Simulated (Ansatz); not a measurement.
Reaction R1 + R2 → P1 + P2, each structure at its B3LYP-D3(BJ)/def2-TZVP stationary point, reached from a drawn start (curvature not checked).
R1: F6W (SMILES [F][W]([F])([F])([F])([F])[F]), charge 0, multiplicity 1.
R2: SiH4 (SMILES [SiH4]), charge 0, multiplicity 1.
P1: F5HW (SMILES [F][WH]([F])([F])([F])[F]), charge 0, multiplicity 1.
P2, FH3Si (SMILES F[SiH3]) (charge 0, multiplicity 1, Z-matrix in Å and degrees):
```
Si
F 1 1.6061
H 1 1.4771 2 108.27
H 1 1.4771 3 110.64 2 118.50
H 1 1.4771 3 110.64 4 122.99
```

P less R. No zero-point or thermal terms; no spin–orbit coupling.

Frozen-core correlation throughout.

Programs: Ansatz (Gaussian orbitals). All values are computed, each at the level named. Elements past Kr take the def2 small-core potentials, without spin–orbit coupling.

Total energies in hartree:

```csv
structure,PBE/def2-TZVPP,r2SCAN/def2-TZVPP,CCSD(T)/def2-TZVPP
R1,-666.240405,-666.556458,-665.344654
R2,-291.721617,-291.854203,-291.435680
P1,-566.951929,-567.214309,-566.114676
P2,-390.985867,-391.171468,-390.646975
```

### Question
Work out the reaction energy at each level in kJ/mol (1 hartree = 2625.49964 kJ/mol), and say how far PBE/def2-TZVPP lies from CCSD(T)/def2-TZVPP.

### Answer
- PBE/def2-TZVPP: (-566.951929) + (-390.985867) − (-666.240405) − (-291.721617) = 0.024226 hartree = 63.6 kJ/mol
- r2SCAN/def2-TZVPP: (-567.214309) + (-391.171468) − (-666.556458) − (-291.854203) = 0.024884 hartree = 65.3 kJ/mol
- CCSD(T)/def2-TZVPP: (-566.114676) + (-390.646975) − (-665.344654) − (-291.435680) = 0.018683 hartree = 49.1 kJ/mol
PBE/def2-TZVPP less CCSD(T)/def2-TZVPP: 14.5 kJ/mol. CCSD(T)/def2-TZVPP is the level counted from, the highest shown, and no exact or measured value.

Ansatz is an electronic-structure program.
